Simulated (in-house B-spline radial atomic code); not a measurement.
## PBE excitations of Sc³⁺

Method: PBE. Computed with a B-spline radial code for spherical atoms: linear response of the closed shell [Ne] 3s2 3p6 with the functional's adiabatic kernel; scalar-relativistic (spin-free one-electron X2C), finite nucleus, no spin-orbit coupling, no double excitations, S, P, D and F terms only. Only terms of natural parity with L up to 3 were computed.

Command:
```bash
python run_td.py task.json out
```
Settings (radii: box in bohr, nucleus in fm):
```
Z                        21
electrons                18
configuration            [Ne] 3s2 3p6
hamiltonian              x2c
method                   pbe,pbe
box_radius               23.08
rms_radius               3.5459
intervals                73
```

Run time, properties included: 0.9 s on 1 thread of Arm Neoverse N1, with other jobs on the host.

The lowest states, in the order of their Tamm-Dancoff energies; the method's threshold (minus the highest occupied level) is 64.59 eV. Labels give the largest channel, * marks a mixed state, and oscillator strengths are full-response dipole values. Semilocal kernels can invert the small singlet-triplet splittings of Rydberg terms. Energies in eV:

```
     state  full response  Tamm-Dancoff  oscillator strength
3p → 3d 3P              ?             ?                    -
3p → 3d 3F          30.05         30.20                    -
3p → 3d 1F          32.92         32.94                    -
3p → 4s 3P          39.30         39.31                    -
3p → 4s 1P              ?             ?                    ?
3p → 3d 1P          41.91         43.50                 3.64
3p → 4p 3S          44.04         44.06                    -
3p → 4p 3D          44.48         44.50                    -
3p → 4p 1D          44.84         44.84                    -
3p → 4p 1S          46.79         46.96                    -
```

(1) Where does 3p → 3d 3P lie?

(2) Where does 3p → 4s 1P lie?

(3) How large is the singlet-triplet splitting of 3p → 3d (F terms) in Tamm-Dancoff?

(4) What polarisabilities and dispersion coefficient does the method give?

Answers

(1) At 29.777 eV in full response, 29.891 eV in Tamm-Dancoff.

(2) At 39.80 eV in full response, 39.82 eV in Tamm-Dancoff, oscillator strength 0.891.

(3) 2.74 eV, from the unrounded values.

(4) Dipole 2.157 bohr³, quadrupole 3.629 bohr⁵, C6 5.72 hartree·bohr⁶ for two such species.
